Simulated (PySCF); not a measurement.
Compound: C₅H₆F₃N.
SMILES: `N[C@@H]1CC=C1C(F)(F)F`

Vertical excitations from PySCF (density fitting, frozen core in the response, grid level 2 and gas phase unless stated; continuum runs use non-equilibrium linear response for the excitations) on a GFN2-xTB geometry. Reference run:

| settings | S1, eV (f) | S2, eV (f) | S3, eV (f) | S4, eV (f) | S5, eV (f) | S6, eV (f) | T1, eV (Tamm–Dancoff) | mean α (au) |
| --- | --- | --- | --- | --- | --- | --- | --- | --- |
| B3LYP/def2-SVPD, full TDDFT, 8 singlets | 4.91 (0.001) | 6.26 (0.017) | 6.83 (0.110) | 6.97 (0.089) | 7.10 (0.016) | 7.14 (0.013) | 4.25 | 68.6 |

Q: What do these settings give: OLYP/IGLO-II, IEF-PCM acetonitrile, full TDDFT, 3 singlets?

A: 
| settings | S1, eV (f) | S2, eV (f) | S3, eV (f) | S4, eV (f) | S5, eV (f) | S6, eV (f) | T1, eV (Tamm–Dancoff) | mean α (au) |
| --- | --- | --- | --- | --- | --- | --- | --- | --- |
| OLYP/IGLO-II, IEF-PCM acetonitrile, full TDDFT, 3 singlets | 4.07 (0.001) | 6.29 (0.008) | 6.61 (0.069) | – | – | – | 3.97 | 80.9 |

S1 moves by -0.84 eV; functional, basis and environment change together, so the shift can't be laid on one. States are counted by energy in each run and needn't keep their character from row to row.

Q: Give the leading configurations of S1 (H = HOMO, L = LUMO) and the HOMO–LUMO gap of each run.

A: 
```csv
settings,S1 configurations (weight),S1 (eV),orbital gap (eV),S1 − gap (eV)
"B3LYP/def2-SVPD, full TDDFT, 8 singlets",H→L 0.99,4.91,5.95,-1.04
"OLYP/IGLO-II, IEF-PCM acetonitrile, full TDDFT, 3 singlets",H→L 1.00,4.07,4.04,+0.03
```

Geometry: GFN2-xTB, one conformer.

The values belong to the conformer `[NH2:1][C@@H:2]1[CH2:3][CH:4]=[C:5]1[C:6]([F:7])([F:8])[F:9]`: C4–C5–C6–F7 -109°, H–N1–C2–C3 50°, H–N1–C2–C3 -73°.
